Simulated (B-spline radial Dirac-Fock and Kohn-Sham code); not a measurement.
## K-line shifts caused by a second vacancy in Ba¹⁶⁺

System: Ba¹⁶⁺ in the configuration [Kr] 4d4.

These are calculated numbers from a B-spline atomic structure program; the model is Dirac-Fock energy differences between relaxed states, corrected for Breit and QED terms. Each two-hole energy is an average over J within one jj subconfiguration, not an observable level; in light atoms, where LS coupling holds, the j-resolved values are not observed lines, and for a K spectator the Kα1 hypersatellite is nearly forbidden. Electron correlation is not included.

Lines without a spectator: Kα2 (K-L2) 31815.7 eV, Kα1 (K-L3) 32193.0 eV, Kβ3 (K-M2) 36315.4 eV, Kβ1 (K-M3) 36390.6 eV. Shifts in eV with one spectator hole (a dash: not computed, or left out as unreliable):

```tsv
spectator hole	Kα2	Kα1	Kβ3	Kβ1
L2 (2p1/2)	+76.6	+98.0	–	+203.9
L3 (2p3/2)	+70.8	+72.4	+174.5	–
M2 (3p1/2)	–	+12.90	+29.34	+35.0
M3 (3p3/2)	+8.93	–	+28.87	+28.56
M4 (3d3/2)	+2.37	-0.67	–	–
M5 (3d5/2)	-1.44	+1.04	–	–
```

Problem. Where does the K-L3 hypersatellite lie, emitted when both K electrons are missing?

Solution. +693.2 eV from the normal line, at 32886.2 eV. Removing both K electrons costs 76615.1 eV, which is 955.9 eV more than twice the K binding energy.

With n spectator holes in 2p, averaged over the 2p shell (energies in eV):

```csv
n,KαLⁿ,step,hypersatellite KαʰLⁿ
0,32067.2,–,32751.3
1,32146.3,+79.1,32832.1
2,32226.8,+80.5,32914.2
3,32308.7,+81.9,32997.7
4,32392.0,+83.3,33082.7
5,32476.7,+84.7,33169.0
```
